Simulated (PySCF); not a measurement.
## Electron correlation in Mg (magnesium, neutral)

[Ne] 3s1 3p1, high-spin 3P determinant (an excited configuration). All numbers are calculated (PySCF 2.14, the spin-free X2C one-electron Hamiltonian (Gaussian nucleus), in x2c-TZVPPall with one added diffuse shell each of s, p, d type (6s5p4d, 41 functions)). Frozen: 1s2; 10 electrons correlated.

```
  level  correlation energy (mhartree)
   CCSD                        -170.81
    (T)                          -1.25
CCSD(T)                        -172.06
```

Diagnostics: T1 = 0.0051, D1 = 0.0166, largest double amplitude 0.039.

Cost of the coupled-cluster step: about 1.9 core-seconds, for 10 correlated electrons.

Iterations:

```
CC2 = 0
CCSD nocc = (np.int64(6), np.int64(4)), nmo = (40, 40)
frozen orbitals [[0], [0]]
max_cycle = 100
direct = 0
conv_tol = 1e-08
conv_tol_normt = 1e-06
diis_space = 8
diis_start_cycle = 0
Init t2, MP2 energy = -0.163921370388038
Init E_corr(UCCSD) = -0.163921370398803
cycle = 1  E_corr(UCCSD) = -0.168746100882131  dE = -0.00482473048  norm(t1,t2) = 0.0287743
cycle = 2  E_corr(UCCSD) = -0.170189000678627  dE = -0.0014428998  norm(t1,t2) = 0.0133026
cycle = 3  E_corr(UCCSD) = -0.170827113352311  dE = -0.000638112674  norm(t1,t2) = 0.00720299
cycle = 4  E_corr(UCCSD) = -0.17084132556236  dE = -1.421221e-05  norm(t1,t2) = 0.00101073
cycle = 5  E_corr(UCCSD) = -0.170804551122798  dE = 3.67744396e-05  norm(t1,t2) = 0.00037238
cycle = 6  E_corr(UCCSD) = -0.170812617573238  dE = -8.06645044e-06  norm(t1,t2) = 6.90045e-05
cycle = 7  E_corr(UCCSD) = -0.170812690019354  dE = -7.24461154e-08  norm(t1,t2) = 1.09027e-05
cycle = 8  E_corr(UCCSD) = -0.170812379746156  dE = 3.10273198e-07  norm(t1,t2) = 3.8639e-06
cycle = 9  E_corr(UCCSD) = -0.170812411454796  dE = -3.17086406e-08  norm(t1,t2) = 7.20827e-07
cycle = 10  E_corr(UCCSD) = -0.170812421718899  dE = -1.02641023e-08  norm(t1,t2) = 1.51335e-07
cycle = 11  E_corr(UCCSD) = -0.170812423194908  dE = -1.47600937e-09  norm(t1,t2) = 4.27042e-08
UCCSD converged
E(UCCSD) = -200.0170163397654  E_corr = -0.170812423194908
UCCSD(T) correction = -0.00124718291911032
```

This basis was not built for core-valence correlation, so the inner-shell part is incomplete.
